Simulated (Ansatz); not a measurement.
```yaml
crystal:
  periodic: [false, false, false]
  atoms:
    - {symbol: F, position_ang: [0.710375, 0.753228, 1.614518]}
    - {symbol: In, position_ang: [-0.193610, -0.089924, -0.043271]}
    - {symbol: F, position_ang: [0.791889, -2.035102, -0.174587]}
    - {symbol: I, position_ang: [-1.690274, 1.163252, -1.200112]}
basis:
  gaussian: {orbitals: def2-TZVPP, final_grid: {core_spheres: 1, valence_spheres: 1, degree: 3}}
magnetization: {spin_polarized: true, initial_magnetization: 0}
hamiltonian: {xc: {name: r2SCAN}}
accuracy: high
```

```sh
$ ansatz run in.yaml --threads 4 --pin off --events-out ev --progress --plain --max-ram 10444MiB
```

It prints (some lines left out):

```
Functional definition: r2SCAN
2808 factors; integrals over basis functions are off by at most 1.9e-8 eV
mean field evaluation 1: about -18708.4296 eV, gradient 4.6e1 eV
mean field evaluation 2: about -18575.1199 eV, gradient 1.8e2 eV
mean field evaluation 4: about -18713.4230 eV, gradient 2.6e1 eV
mean field evaluation 8: about -18715.5440 eV, gradient 3.1e-1 eV
mean field evaluation 32: about -19121.4031 eV, gradient 1.4e0 eV
mean field evaluation 64: about -19120.4546 eV, gradient 2.8e-1 eV
mean field evaluation 192: about -19121.0737 eV, gradient 1.1e-4 eV
mean field -19121.64063663 eV, -702.7073322826 hartree, gradient 2.7e-8 eV, S^2 1.784168; 7 other end points of the search recorded, 0 dependent functions left out
reference -19121.64067475 eV, -702.7073336835 hartree; 32, 32 occupied and 130, 130 virtual orbitals, 2808 factors
Total energy: -19121.64067475 eV, -702.7073336835 hartree
```

**Question.** Something in this input is off. What?

**Answer.** The integration grid is far too coarse. The run converged. The result belongs to that input, not to the molecule as meant.
